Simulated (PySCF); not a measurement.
Sn(Cl)(OH)(NH2)2 (ClH5N2OSn), SMILES [NH2][Sn]([Cl])([OH])[NH2].

The structure is a stationary point at PBE-D3(BJ)/def2-SVP. The def2 effective core potentials stand for the cores of Sn; spin–orbit coupling is left out. One conformer was computed; it need not be the lowest.

Calculation: IEF-PCM-M06-2X/def2-SVP (PySCF).

The values are the electrostatic part of the solvation free energy, E(continuum) − E(gas) at the gas-phase geometry, in a cavity of scaled van der Waals radii (PySCF's table); cavitation and dispersion terms are not included. A continuum can't describe solvent molecules that bind to the metal. In vacuum the orbital gap is 9.03 eV. The dipole moment in vacuum is 1.90 D.

```csv
solvent,ε,ΔG(elec) (kcal/mol),dipole (D),gap (eV)
water,78.36,-11.8,2.39,9.02
dichloromethane,8.93,___,___,___
diethylether,4.24,-8.0,2.23,9.02
```

**Question.** Some entries are withheld; supply them. (An estimate is asked for; the answer gives what the named calculation found.)

**Answer.** 
- dichloromethane, ΔG(elec) (kcal/mol): -10.0
- dichloromethane, dipole (D): 2.31
- dichloromethane, gap (eV): 9.02
